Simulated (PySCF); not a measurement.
In(Br)(OH)2 (BrH2InO2), SMILES [OH][In]([OH])[Br].

The structure is a stationary point at B3LYP-D3(BJ)/def2-SVP. The def2 effective core potentials stand for the cores of In; spin–orbit coupling is left out. The values are those of a single conformer.

Two levels are set side by side: PBE/def2-TZVP (PySCF) and HF/def2-TZVP (PySCF). Same geometry, gas phase. Differences are taken from unrounded values.

```json
[
 {"quantity": "orbital gap (eV)", "HF": "12.39", "PBE": "3.83", "PBE minus HF": "-8.56"},
 {"quantity": "highest occupied level (eV)", "HF": "-11.59", "PBE": "-7.21", "PBE minus HF": "4.38"},
 {"quantity": "lowest empty level (eV)", "HF": "0.80", "PBE": "-3.38", "PBE minus HF": "-4.18"},
 {"quantity": "dipole moment (D)", "HF": "1.53", "PBE": "1.48", "PBE minus HF": "-0.05"},
 {"quantity": "mean polarisability (bohr³)", "HF": "53.7", "PBE": "65.2", "PBE minus HF": "11.5"}
]
```

Without exact exchange PBE keeps part of each electron's self-repulsion, which lifts occupied levels and narrows the gap. PBE's more diffuse valence density responds more strongly to a field. Differences between two approximate levels are no errors against the true value.

Rough cost on one machine, each run with all the roots and properties that it gave: HF against PBE about 1/2.
